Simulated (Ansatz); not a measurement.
Basis sets compared for SiClEt3 (C6H15ClSi). Total charge 0; singlet. Geometry r2SCAN-D4/def2-SVP. Ansatz on 4 threads of Intel Xeon on a shared host; times are rough, and most runs start from earlier orbitals.

```xyz
23

Si    0.095   -0.181    0.043
Cl    1.039   -2.012    0.492
C    -0.606   -0.342   -1.693
C    -1.650   -1.449   -1.871
H     0.242   -0.505   -2.382
H    -1.030    0.643   -1.971
H    -1.990   -1.525   -2.916
H    -1.238   -2.429   -1.581
H    -2.542   -1.271   -1.248
C     1.415    1.153    0.147
C     2.591    0.978   -0.818
H     1.779    1.184    1.190
H     0.914    2.126   -0.022
H     3.349    1.766   -0.684
H     3.088    0.007   -0.661
H     2.265    1.013   -1.870
C    -1.256    0.064    1.327
C    -0.768    0.126    2.778
H    -1.985   -0.757    1.205
H    -1.802    0.989    1.059
H    -1.606    0.229    3.486
H    -0.214   -0.788    3.046
H    -0.092    0.980    2.944
```

B3LYP takes the VWN-RPA correlation.

Binding counts from free atoms (Si triplet, Cl doublet, C triplet, H doublet) in the same basis, without a counterpoise term.

```csv
level,functions,energy (Eh),HOMO (eV),LUMO (eV),binding per atom (eV),wall time
PBE-D4/def2-SVP,195,-986.3737,-6.53,0.61,4.10,5.5 s
B3LYP-D4/6-31G,110,-987.3776,-7.65,1.16,3.92,4.9 s
PBE0-D4/def2-SVP,195,-986.4990,-7.87,1.49,4.07,8.5 s
```

Question: Estimate the rows for PBE-D4/def2-TZVP, B3LYP-D4/def2-TZVP, PBE0-D4/def2-TZVP (with forces).

Answer: 
```csv
level,functions,energy (Eh),HOMO (eV),LUMO (eV),binding per atom (eV),wall time
PBE-D4/def2-TZVP,350,-986.8956,-6.64,0.10,4.07,9.1 s
B3LYP-D4/def2-TZVP,350,-987.6426,-7.73,0.58,4.02,20 s
PBE0-D4/def2-TZVP (with forces),350,-987.0101,-7.92,0.90,4.04,31 s
```
